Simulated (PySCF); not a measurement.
ethynyl anion (C2H), SMILES [C-]#C, charge -1.

Geometry optimised at PBE-D3(BJ)/def2-TZVPD.

The numbers are results of PySCF with M06-2X/def2-TZVPD, not measurements.

Problem. Estimate the frontier levels, gap, dipole moment and polarisability. (The exact figures need the calculation; the answer reports its results.)

Solution. 
```
Quantity                                                          Result
------------------------------------------------  ----------------------
highest occupied level                                          -2.01 eV
lowest empty level                                               4.89 eV
orbital gap                                                      6.90 eV
dipole moment about the centre of nuclear charge                  3.42 D
mean static polarisability                          38.2 bohr³ (5.66 Å³)
polarisability, principal values                  32.6, 32.6, 49.4 bohr³
```
